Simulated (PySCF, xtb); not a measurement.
disiloxane (H6OSi2), SMILES [SiH3]O[SiH3].

Geometry: B3LYP-D3(BJ)/def2-SVP.

Calculation: IEF-PCM-M06-2X/def2-SVP in PySCF 2.14.0.

The values are the electrostatic part of the solvation free energy, E(continuum) − E(gas) at the gas-phase geometry, in a cavity of scaled van der Waals radii (PySCF's table); cavitation and dispersion terms are not included. In vacuum the orbital gap is 11.16 eV. The dipole moment in vacuum is 0.39 D.

```
solvent                ε  ΔG(elec) (kcal/mol)  dipole (D)  gap (eV)
-----------------  -----  -------------------  ----------  --------
water              78.36                 -0.6        0.52     11.18
ethylethanoate      5.99                 -0.4        0.48     11.18
dimethylsulfoxide  46.83                 -0.6        0.52     11.18
```

For comparison, GFN2-xTB/ALPB(water) (xtb, at the GFN2-xTB geometry, all terms of that model) gives 2.0 kcal/mol.
